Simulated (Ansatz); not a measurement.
GeCl₄, relaxed as a singlet with RKS PBE-D4/def2-SVP in Ansatz, starting from the GFN1-xTB geometry. Force threshold 0.02 eV/Å.

The structure comes from a short search, and lower isomers may exist.

Start:

```
atom    x (Å)    y (Å)    z (Å)
 Ge1  -0.0014  -0.0013  -0.0026
 Cl2   1.1918  -0.3769  -1.7022
 Cl3   0.7196  -1.1327   1.6262
 Cl4   0.0925   2.0521   0.4734
 Cl5  -2.0025  -0.5411  -0.3949
```

Estimate the energy that the relaxation releases and the steps that it takes.

5.0 kJ/mol, in 2 steps; 1.4 s on 4 threads of Arm Neoverse V2 on a shared host. No frequencies were taken in this run, so the end may be a saddle point.

Does the start keep its bonding and symmetry?

By distances, no bond broke or formed. The bond that changes most is Ge1–Cl5, from 2.11 to 2.15 Å (atoms count from 1). Point group Td at the start, Td at the end, both within 0.05 Å.

Predict the relaxed structure.


Cartesian coordinates in Å:
```
Ge 0.000 0.000 0.001
Cl 1.206 -0.388 -1.732
Cl 0.735 -1.152 1.656
Cl 0.093 2.090 0.485
Cl -2.033 -0.550 -0.409
```
Bond lengths: 4 × Cl–Ge 2.15 Å.
